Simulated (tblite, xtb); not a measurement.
H$_{2}$Cl$_{3}$NTi, charge -1, doublet, geometry from GFN2-xTB (such geometries of metal compounds can be far from the true shape) (the multiplicity is a formal guess). Base run: GFN1-xTB (xtb).

The xtb input:
```
$ xtb mol.xyz --gfn 1 --chrg -1 --uhf 1 --json

# file mol.xyz
7

Ti    -0.15288169    -0.24068994    -0.02732358
Cl     1.91035049    -0.29612671    -0.87734476
Cl     0.11854514     0.21846428     2.13778267
Cl    -1.19203690     1.40776354    -1.11091908
N     -1.13394003    -1.81277230    -0.20506932
H     -0.84108855    -2.68133374    -0.65358968
H     -2.08453266    -1.94580049     0.14837338
```

Programs used: tblite, xtb; a row that names a program was run with it.

Variants of this job, named by their change:

| change | ΔE vs base (kcal/mol) | G_solv (kcal/mol) | SCF cycles |
|---|---|---|---|
| base | 0.000 | - | 14 |
| program = tblite; method = gfn1; option = (--guess, eeq) | -0.001 | - | - |
| acc = 1000 | 0.006 | - | 10 |
| gbsa = methanol | -54.42 | -55.27 | 15 |
| program = tblite; method = gfn1; option = (--etemp, 2000) | -3.99 | - | - |
| gbsa = thf | -50.87 | -51.46 | 15 |
| etemp = 10000 | -68.2 | - | 14 |
| program = tblite; method = gfn1; option = (--efield, 0,0,0.1) | 0.048 | - | - |

ALPB and GBSA are two models with their own fitted parameters for each solvent, which aren't always the measured dielectric constant.
